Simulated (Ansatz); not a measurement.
Input file for Ansatz (a quantum-chemistry and plane-wave program): U-CCSD(T)/cc-pVQZ on H (SMILES [H]).

Ansatz 0.2 input:
```yaml
crystal:
  periodic: [false, false, false]
  atoms:
    - {symbol: H, position_ang: [0.00000000, 0.00000000, 0.00000000]}
basis:
  gaussian:
    orbitals: cc-pVQZ
magnetization: {spin_polarized: true, initial_magnetization: 1}
correlation: {method: ccsd_t, electrons: outside_noble_gas}
scf: {omitted_lower_state_checks: [cluster_reference]}
```

Predict the final total energy.

-0.4999 hartree (reference determinant -0.4999, T1 diagnostic 0.000).
